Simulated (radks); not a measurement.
The numbers below are computed, except where a source is named.
All-electron atom: Ar4+ in [He] 2s2 2p4 3s2 3p2 4f2 (not the ground configuration).

Level of theory: scalar-relativistic Kohn-Sham, revPBE, spin-unpolarised, spherical densities, finite nucleus; Fermi nuclear charge, rms radius 3.4274 fm (a radial shooting solver on a logarithmic mesh with Libxc functionals).

Energy parts (eV):
| part | energy |
|---|---|
| total | -13616.627 |
| kinetic | 13695.898 |
| electron-nucleus | -30939.691 |
| Hartree | 4326.113 |
| exchange-correlation | -698.947 |

Orbitals (lengths in bohr, moments of r in powers of bohr; r(max) is where P^2 peaks; r(90%) holds 90 % of the orbital's charge):
orbital  occ.  eigenvalue (eV)   r(max)      <r^4>  r(90%)      <r>
1s          2        -3312.199  0.05603  0.0002496   0.153  0.08558
2s          2        -444.0466   0.3295    0.05966   0.613   0.3959
2p          4        -383.1928   0.2699    0.04753   0.578   0.3529
3s          2        -108.8696    1.007      2.998    1.63    1.112
3p          2         -91.7716    1.017      3.519    1.70    1.138
4f          2         -21.2522    2.637      156.6    4.41    2.971

The highest occupied level is 4f at -21.252 eV. The electron density at the nucleus is 4421 e/bohr^3 (large components only).
